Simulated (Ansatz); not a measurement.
## Reading a saddle point

A first-order saddle point of BSiHCl6, closed shell, PBE0-D4/def2-TZVP, with one imaginary mode of 133i cm⁻¹:

B1  (-1.384, -0.175, 0.096)
Cl2  (-0.370, -1.372, 1.162)
Cl3  (-2.108, -0.958, -1.323)
Cl4  (-2.345, 0.967, 1.051)
Si5  (1.132, 0.084, -0.057)
H6  (-0.403, 0.562, -0.390)
Cl7  (1.508, 1.390, 1.429)
Cl8  (2.484, -1.437, -0.084)
Cl9  (1.486, 0.939, -1.885)
(Å)

Program: Ansatz 0.2.0. Basis: def2-TZVPP and def2-QZVPP. Cores are frozen in the correlated methods. Extrapolation: Hartree–Fock as exp(−7.88 √X), correlation as X^−2.97.

(1) Which contacts change along the imaginary mode, and what lies on either side? (Judge from chemistry; the calculation decides.)

(2) Which side is lower, and how far does the saddle lie above each? (To be estimated.)

T1 diagnostic: at most 0.011.

## Answers

(1) By the calculation: The step is SiHCl₃ ([Cl][SiH]([Cl])[Cl]) + BCl₃ ([Cl][B]([Cl])[Cl]) → SiCl₄ ([Cl][Si]([Cl])([Cl])[Cl]) + BHCl₂ ([Cl][BH][Cl]), with the molecules in contact on both sides. Shortening one way: B1–H6, Cl2–Si5; lengthening the same way: B1–Cl2, Si5–H6.
| pair | one side (Å) | saddle (Å) | other side (Å) |
| --- | --- | --- | --- |
| B1–H6 | 2.95 | 1.32 | 1.19 |
| Cl2–Si5 | 3.96 | 2.42 | 2.02 |
| B1–Cl2 | 1.74 | 1.90 | 3.46 |
| Si5–H6 | 1.47 | 1.64 | 3.51 |

(2) The calculation gives: The side with B1–H6, Cl2–Si5 short is lower by 0.185 eV; the saddle lies 1.461 eV above it and 1.275 eV above the other (CCSD(T) at an estimated basis limit (MP2 extrapolated from triple and quadruple zeta, plus CCSD(T) − MP2 in triple zeta); electronic energies).

Ligand swaps between two centres remove the fluorinated layer in thermal atomic layer etching, and scramble precursors in the gas phase.

Labels in which every atom is bracketed show which atoms are joined, not bond orders.

For scale, one of the runs: CCSD(T)/def2-TZVPP, 339 basis functions, launched by `ansatz run in.yaml --threads 4 --pin off --events-out ev --progress --plain --max-ram 63488MiB --backend cuda --devices 0, --max-vram 37GiB`. The run took 11 s on 4 CPU threads of an AMD EPYC 7R13 and a share of one NVIDIA H100 (shared host), with 0.88 GiB of host memory at its peak.
